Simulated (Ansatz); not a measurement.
One change: `O[B](F)[InH2]` becomes `O[B](F)[GeH2][SiH3]`.

Ansatz, PBE0-D4/def2-TZVP geometries, multiplicity 1. Each molecule was computed in one conformer, which needn't be the lowest.

Elements past krypton have def2 core potentials. Scalar relativity is left out up to krypton.

```tsv
property	`O[B](F)[InH2]`
HOMO energy (PBE/def2-TZVPP) / eV	-6.27
size of the dipole moment (ωB97M-V/def2-TZVPP) / D	2.03
HOMO–LUMO gap (ωB97M-V/def2-TZVPP) / eV	8.98
HOMO–LUMO gap (PBE/def2-TZVPP) / eV	3.48
LUMO energy (ωB97M-V/def2-TZVPP) / eV	-0.59
HOMO–LUMO gap (B3LYP/def2-TZVPP) / eV	4.92
```

**Question.** What does the change do to each property? (Estimate.)

**Answer.** The calculation gave: 
```csv
property,`O[B](F)[GeH2][SiH3]`,shift
HOMO energy (PBE/def2-TZVPP) / eV,-6.89,-0.62
size of the dipole moment (ωB97M-V/def2-TZVPP) / D,1.98,-0.05
HOMO–LUMO gap (ωB97M-V/def2-TZVPP) / eV,11.31,2.33
HOMO–LUMO gap (PBE/def2-TZVPP) / eV,5.35,1.87
LUMO energy (ωB97M-V/def2-TZVPP) / eV,1.21,1.80
HOMO–LUMO gap (B3LYP/def2-TZVPP) / eV,6.99,2.07
```

With PBE0 the HOMO falls by 0.61 eV and the LUMO rises by 1.39 eV, so the gap widens by about 2.00 eV. PBE moves the HOMO by -0.62 eV and ωB97M-V by -0.53 eV. Dipoles are sizes alone; their direction can turn.

B3LYP here is the variant with VWN-RPA as its local correlation; programs differ in this.
